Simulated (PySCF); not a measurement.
## Correlation energy of Ne⁺ (neon, charge +1)

[He] 2s2 2p5, 2P determinant. Computed with PySCF 2.14 in aug-cc-pwCVDZ (5s4p2d, 27 functions), with the non-relativistic Hamiltonian (point nucleus). Frozen: 1s2; 7 electrons correlated.

```json
{"level": "CCSD", "correlation energy (mhartree)": "-164.20"}
{"level": "(T)", "correlation energy (mhartree)": "-1.80"}
{"level": "CCSD(T)", "correlation energy (mhartree)": "-166.00"}
{"level": "CCSDT", "correlation energy (mhartree)": "-166.11"}
```

Diagnostics: T1 = 0.0050, D1 = 0.0080, largest double amplitude 0.030.

Cost of the coupled-cluster step: about 0.4 core-seconds, for 7 correlated electrons.
